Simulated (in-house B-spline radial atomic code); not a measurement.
A run on In4+ (an excited or competing configuration) that did not converge. Method: scalar-relativistic (X2C) wB97X, spin-polarised, spherical fractional occupations, Fermi nucleus of rms radius 4.6156 fm; computed with a B-spline radial code for spherical atoms.

Command:
```bash
python run_scf.py task.json out
```
Settings (nuclear radius in fm, mass in u):
```
Z                49
configuration    [Ar] 3d9 4s2 4p6 4d9 4f1
hamiltonian      x2c
method           wb97x
spin_polarised   True
nucleus          fermi
rms_radius       4.6156
atomic_mass      114.90388
speed_of_light   137.035999084
```

First and last ten iterations of the last attempt (damped for 15 steps, keeping 80 % of the old Fock matrix, then DIIS):
```
 iter        energy (Eh)    residual
    1       -5837.696994    7.93e-01
    2       -5848.948868    6.41e-01
    3       -5853.836676    4.31e-01
    4       -5856.454793    2.84e-01
    5       -5857.813398    1.87e-01
    6       -5858.492110    1.22e-01
    7       -5858.813723    7.70e-02
    8       -5858.956971    4.79e-02
    9       -5859.017732    3.29e-02
   10       -5859.042959    2.27e-02
  111       -5859.061555    5.73e-07
  112       -5859.061555    5.70e-07
  113       -5859.061555    5.63e-07
  114       -5859.061555    5.64e-07
  115       -5859.061555    5.78e-07
  116       -5859.061555    5.69e-07
  117       -5859.061555    5.72e-07
  118       -5859.061555    1.99e-06
  119       -5859.061555    2.78e-06
  120       -5859.061555    1.64e-06
 not converged after 120 iterations
```

The smallest residual met was 5.5e-07; the threshold is about 5e-07. Over the last five steps the energy moves by less than 1e-08 hartree, but the orbitals didn't meet the threshold. Time taken, with all properties: 13 s on 1 thread of x86-64 server CPU (shared host).
